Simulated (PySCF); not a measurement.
**Hf: excitation energy**

Hf [Xe] 4f14 5d2 6s2 (3F) → Hf [Xe] 4f14 5d2 6s1 7s1 (5F), as a difference of total energies. Computed with PySCF 2.14 in aug-cc-pVDZ-PP with ECP60MDF (5s5p4d2f, 54 functions), with a scalar-relativistic core potential. Correlated levels: valence: 5s2 5p6 frozen. The calculations carry no spin-orbit coupling.

| method | excitation energy (eV) |
| --- | --- |
| UHF | 3.466 |
| MP2 (valence) | 4.335 |
| SCS-MP2 (valence) | 4.573 |
| CCSD (valence) | 4.572 |
| CCSD(T) (valence) | 4.640 |

**Question.** How much does correlation contribute at CCSD(T) (valence)?

**Answer.** 4.640 − (3.466) = 1.174 eV, measured against UHF.

The promoted electron is Rydberg-like, and one or two diffuse shells describe it only roughly, which tends to raise the upper state.
